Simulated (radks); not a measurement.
Results of a calculation; reference values are marked as such.
Excited configurations of Al IV: one electron is placed in a higher orbital outside [He] 2s2 2p5. The ground configuration is [Ne]. Code: a radial shooting solver on a logarithmic mesh with Libxc functionals. Model: non-relativistic Kohn-Sham, PBE, spin-polarised, spherical densities, point nucleus; open shells are filled with parallel spins first. Excitation = E - E(ground); binding = E(ion) - E, where the ion is the core of charge +4; n* = 4/sqrt(2 binding) in atomic units, and the quantum defect is n - n*.

| outer orbital | excitation (eV) | binding (eV) | n* | <r> (bohr) |
|---|---|---|---|---|
| 3p | 84.228 | 36.106 | 2.455 | 2.087 |
| 4p | 101.65 | 18.684 | 3.413 | 4.246 |
| 4d | 105.26 | 15.072 | 3.800 | 4.770 |
| 5p | 108.94 | 11.393 | 4.371 | 7.109 |
| 5d | 110.63 | 9.700 | 4.737 | 7.872 |
| 5f | 111.23 | 9.105 | 4.890 | 7.640 |
| 6s | 111.98 | 8.354 | 5.105 | 10.03 |
| 6p | 112.66 | 7.676 | 5.325 | 10.69 |
| 6d | 113.59 | 6.747 | 5.680 | 11.69 |
| 7s | 114.40 | 5.934 | 6.057 | 14.16 |

The Delta-SCF ionisation energy is 120.33 eV (NIST Atomic Spectra Database: 119.99 eV, measured). Self-interaction in the functional shifts the binding energies and quantum defects, so they are the method's values and not measured ones. Open shells are spherical and high-spin; term and fine-structure splittings are not resolved.
